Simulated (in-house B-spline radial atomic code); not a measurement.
# Sr3+: [Ar] 3d10 4s2 4p5

Computed with an all-electron radial atomic-structure program (B-spline basis): non-relativistic BLYP, spin-polarised, spherical fractional occupations, point nucleus.

Screening seen three ways: the hydrogenic charge with the same mean radius, Z_r = [3n² - l(l+1)]/(2<r>), the one with the same energy, Z_e = n√(-2ε), and Slater's rules. Values are occupation-weighted means over spin.

| shell | electrons | ε (eV) | <r> (bohr) | Z_r | Z_e | Slater |
| --- | --- | --- | --- | --- | --- | --- |
| 1s | 2 | -15646 | 0.04018 | 37.33 | 33.91 | 37.70 |
| 2s | 2 | -2114.7 | 0.177 | 33.90 | 24.93 | 33.85 |
| 2p | 6 | -1929.6 | 0.1522 | 32.84 | 23.82 | 33.85 |
| 3s | 2 | -350.93 | 0.5034 | 26.82 | 15.24 | 26.75 |
| 3p | 6 | -283.22 | 0.5032 | 24.84 | 13.69 | 26.75 |
| 3d | 10 | -160.59 | 0.4961 | 21.16 | 10.31 | 16.85 |
| 4s | 2 | -67.181 | 1.349 | 17.79 | 8.89 | 10.60 |
| 4p | 5 | -49.924 | 1.501 | 15.32 | 7.66 | 10.60 |

The least bound orbital is 4p down at -49.31 eV, and it is also the most diffuse (<r> = 1.504 bohr).

The density falls to 0.001 bohr⁻³ at 3.177 bohr; Σ<r²> = 22.58 bohr² gives, by the non-relativistic formula and without the paramagnetism of open shells, a Langevin diamagnetic susceptibility of -17.88×10⁻⁶ cm³/mol.
